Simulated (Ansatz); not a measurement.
Reaction (cleavage of the Si–Si bond): `C[SiH2][SiH]1[CH2][AlH]1` + `S[SiH](Cl)Cl` → `C[SiH2]S[SiH](Cl)Cl` + `[CH2]1[AlH][SiH2]1`

Isolated molecules relaxed with PBE0-D4/def2-TZVP in Ansatz; ΔE leaves out vibrations. CCSD(T)/CBS is the MP2 limit (def2-TZVPP, def2-QZVPP) plus CCSD(T) − MP2 in def2-TZVPP, frozen cores. Functionals use def2-TZVPP. B3LYP here is the variant with VWN-RPA as its local correlation; programs differ in this. Each species was taken in one conformer, which may not be the lowest.

`C[SiH2][SiH]1[CH2][AlH]1`:

```xyz
14

C    -0.350    1.857   -1.614
Si   -0.124    0.000   -1.445
Si   -0.757   -0.838    0.631
C     0.541   -0.401    2.005
Al    0.722   -2.309    1.659
H    -1.405    2.126   -1.526
H     0.013    2.206   -2.584
H     0.200    2.385   -0.832
H     1.322   -0.341   -1.609
H    -0.867   -0.705   -2.528
H    -2.186   -0.578    0.976
H     1.268    0.384    1.798
H     0.071   -0.205    2.976
H     1.551   -3.583    2.091
```

`S[SiH](Cl)Cl`:

Cartesian coordinates in Å:
```
S -0.985 -0.497 -1.325
Si 0.158 0.325 0.252
Cl -0.779 2.056 0.770
Cl 0.250 -0.928 1.861
H -0.193 -1.581 -1.425
H 1.549 0.625 -0.133
```

`C[SiH2]S[SiH](Cl)Cl`:

```xyz
12

C     0.748   -0.619    1.409
Si   -0.787   -1.099    0.476
S    -0.638   -0.745   -1.653
Si   -0.055    1.272   -1.737
Cl   -1.036    2.419   -0.353
Cl    1.950    1.519   -1.410
H     1.630   -1.099    0.982
H     0.902    0.461    1.397
H     0.648   -0.938    2.451
H    -1.020   -2.564    0.523
H    -1.984   -0.396    0.999
H    -0.358    1.789   -3.082
```

`[CH2]1[AlH][SiH2]1`:

Z-matrix (Å, degrees):
```
C
Si 1 1.924
Al 1 1.951 2 73.8
H 1 1.089 2 119.6 3 126.4
H 1 1.098 2 111.0 3 -105.5
H 2 1.489 1 112.6 3 -109.3
H 2 1.489 1 117.3 3 122.4
H 3 1.581 1 142.0 2 178.7
```

```csv
level,ΔE (kcal/mol),difference from CCSD(T)/CBS
PBE-D4,-11.7,2.4
r2SCAN-D4,-13.3,0.8
PBE0-D4,-12.7,1.4
B3LYP-D4,-14.3,-0.2
ωB97X-V,-14.2,-0.1
ωB97M-V,-15.3,-1.2
B2PLYP,-13.4,0.7
PBE,-10.3,3.8
r2SCAN,-12.9,1.2
PBE0,-11.4,2.7
B3LYP,-12.0,2.1
HF/def2-TZVPP,-14.6,-0.5
MP2/def2-TZVPP,-15.5,-1.4
SCS-MP2/def2-TZVPP,-15.0,-0.9
CCSD/def2-TZVPP,-13.3,0.8
CCSD(T)/def2-TZVPP,-13.3,0.8
HF/def2-QZVPP,-14.6,-0.5
MP2/def2-QZVPP,-16.0,-1.9
SCS-MP2/def2-QZVPP,-15.4,-1.3
HF/CBS(def2),-14.6,-0.5
MP2/CBS(def2),-16.2,-2.1
CCSD/CBS(def2),-14.1,0.0
CCSD(T)/CBS,-14.1,0
```

Largest T1 diagnostic among the species: 0.013.

From PBE to PBE0 (25 % exact exchange), in def2-TZVPP and without D4, ΔE moves by −1.1 kcal/mol. The D4 term adds −2.4 kcal/mol with B3LYP and −1.3 kcal/mol with PBE0; it sums over pairs of atoms, weighted by their polarisabilities, and B3LYP, whose exchange is more repulsive, gets the larger term.
